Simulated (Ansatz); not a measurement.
Reaction (redistribution): `O[SiH](O)[NH][GeH3]` + `F[SiH](Cl)C#C[SiH2]Cl` → `F[SiH](Cl)C#[C][GeH3]` + `O[SiH](O)N[SiH2]Cl`

Isolated molecules relaxed with PBE0-D4/def2-TZVP in Ansatz; ΔE leaves out vibrations. CCSD(T)/CBS is the MP2 limit (def2-TZVPP, def2-QZVPP) plus CCSD(T) − MP2 in def2-TZVPP, frozen cores. This one scheme is used for every species. For Ge outer-core shells are correlated without core-valence functions, which leaves a few kJ/mol of doubt a bond. Scalar relativity is left out up to krypton. One conformer a species, not always the lowest.

`O[SiH](O)[NH][GeH3]`:

Cartesian coordinates in Å:
```
O -1.276 -0.475 -1.512
Si -0.787 0.774 -0.571
O 0.345 1.532 -1.496
N -0.191 0.186 0.908
Ge 0.957 -1.240 1.136
H -1.129 -0.374 -2.454
H -1.899 1.702 -0.246
H 0.831 2.251 -1.091
H -0.676 0.487 1.740
H 1.928 -0.905 2.282
H 0.184 -2.523 1.490
H 1.715 -1.415 -0.185
```

`F[SiH](Cl)C#C[SiH2]Cl`:

```xyz
10

F     0.285    1.470    2.961
Si   -0.846    1.276    1.867
Cl   -2.391    0.266    2.710
C    -0.169    0.299    0.498
C     0.262   -0.329   -0.446
Si    0.919   -1.293   -1.848
Cl    0.824   -0.152   -3.544
H    -1.304    2.599    1.419
H     2.331   -1.635   -1.580
H     0.090   -2.501   -2.038
```

`F[SiH](Cl)C#[C][GeH3]`:

```xyz
10

F     0.616    1.594   -2.844
Si   -0.645    0.944   -2.132
Cl   -2.014    2.411   -1.802
C    -0.130    0.229   -0.556
C     0.192   -0.279    0.498
Ge    0.705   -1.063    2.159
H    -1.222   -0.061   -3.038
H    -0.288   -0.601    3.229
H     0.664   -2.586    1.998
H     2.123   -0.588    2.488
```

`O[SiH](O)N[SiH2]Cl`:

```xyz
12

O    -1.172    2.129    0.744
Si   -1.152    0.661    0.036
O    -1.279   -0.461    1.222
N     0.304    0.296   -0.822
Si    1.521   -0.805   -0.353
Cl    0.808   -2.754   -0.309
H    -0.593    2.278    1.494
H    -2.278    0.696   -0.917
H    -1.155   -1.384    0.987
H     0.380    0.662   -1.761
H     2.620   -0.768   -1.343
H     1.997   -0.550    1.022
```

```json
{"level": "HF/def2-TZVPP", "ΔE (kJ/mol)": "-44.3"}
{"level": "SCS-MP2/def2-QZVPP", "ΔE (kJ/mol)": "-46.1"}
```

Problem. What does CCSD(T)/CBS give? (An estimate is asked.)

Solution. Ansatz gave: -48.0 kJ/mol. The listed levels differ from it by 3.7, 1.9 kJ/mol.

Largest T1 diagnostic among the species: 0.012.

The D4 term adds −3.3 kJ/mol with B3LYP and −1.7 kJ/mol with PBE0; it sums over pairs of atoms, weighted by their polarisabilities, and B3LYP, whose exchange is more repulsive, gets the larger term. In def2-TZVPP, CCSD(T) changes the Hartree–Fock value by −4.1 kJ/mol (the triples alone add −0.5 kJ/mol) and MP2 by −4.4 kJ/mol.

B3LYP here is the variant with VWN-RPA as its local correlation; programs differ in this.
